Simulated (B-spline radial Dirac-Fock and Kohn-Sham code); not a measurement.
**Ge: input and output of one calculation**

ΔSCF core binding energies without Breit or QED terms, calculated with a B-spline atomic structure program. Keys: rel is the Hamiltonian (dirac, or spin-free x2c and nr, where L3 and M5 stand for the whole 2p and 3d shells), method is hf or an exchange,correlation pair (spin-unpolarised, also for the hole states), nuc the nuclear model, radius_factor scales its radius, rmax is the box in bohr, h the logarithmic mesh step, order the B-spline order, points the quadrature points per cell, c_factor scales the speed of light, and damp, ndamp, maxit and tol steer the iteration. The run stops when the commutator error falls below 10·tol·max(1, Z/10), or the numerical noise floor, and the energy has settled to about 1e-8 Ha; the virial ratio is −V/T.

Input (task.json):

```json
{"items": [{"Z": 32, "q": 0, "cfg": [[1, 0, 2], [2, 0, 2], [2, 1, 6], [3, 0, 2], [3, 1, 6], [3, 2, 10], [4, 0, 2], [4, 1, 2]], "A": 74, "rrms": 4.0742, "do": "settings", "holes": ["K", "L3", "M5"],
  "settings": [{"rel": "dirac", "method": "hf", "nuc": "fermi", "radius_factor": 1.0, "rmax": 45.0, "h": 0.3, "order": 8, "points": 10, "c_factor": 1.0, "maxit": 60, "damp": 0.5, "ndamp": 3, "tol": 1e-08, "cfg": "1s2 2s2 2p6 3s2 3p6 3d10 4s2 4p7"}]}]}
```

Command: `python xray2_run.py task.json out`

The program stops without a result: overfilled shell.

Q: One setting is unsound. Which, and why?

A: cfg puts more electrons in a shell than it can hold. With the default settings (Dirac Hartree-Fock): The ground state converged in 11 iterations, with total energy -2097.47037 Ha, virial ratio 1.97879 and highest orbital energy -7.24 eV. ΔSCF binding energies: K (1s) 11134.2 eV, L3 (2p3/2) 1227.5 eV, M5 (3d5/2) 36.12 eV.
